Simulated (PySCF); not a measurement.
B3LYP on As⁻ (arsenic, charge -1), [Ar] 3d10 4s2 4p4, high-spin 3P determinant. Calculation: PySCF 2.14, in aug-cc-pVTZ-PP with ECP10MDF (6s5p4d2f, 55 functions); a scalar-relativistic core potential.

```
cycle= 1 E= -332.50392657664  delta_E= -0.0099  |g|= 0.0695  |ddm|= 0.377
cycle= 2 E= -332.504700572095  delta_E= -0.000774  |g|= 0.043  |ddm|= 0.118
cycle= 3 E= -332.505043441932  delta_E= -0.000343  |g|= 0.00408  |ddm|= 0.0388
cycle= 4 E= -332.505062505329  delta_E= -1.91e-05  |g|= 0.00224  |ddm|= 0.0149
cycle= 5 E= -332.50507120306  delta_E= -8.7e-06  |g|= 0.000188  |ddm|= 0.0105
cycle= 6 E= -332.505071392558  delta_E= -1.89e-07  |g|= 2.41e-05  |ddm|= 0.00191
cycle= 7 E= -332.505071394358  delta_E= -1.8e-09  |g|= 1.97e-06  |ddm|= 0.000191
cycle= 8 E= -332.505071394369  delta_E= -1.05e-11  |g|= 2.7e-07  |ddm|= 1.41e-05
converged SCF energy = -332.505071394369  <S^2> = 2.0077754  2S+1 = 3.0051791
```

Highest occupied orbital energy: 1.063 eV; ⟨L²⟩ = 2.03; populations by l: s 4.00, p 10.00, d 10.00, f 0.00.

Problem. Can this result be used?

Solution. With care. The calculation finished and met its thresholds. Energies and moments cover only the electrons outside the core potential. At B3LYP the highest occupied level has a positive energy, so only the finite basis holds that electron; in a semilocal or global hybrid functional this comes from self-interaction and does not mean that the real anion is unbound.
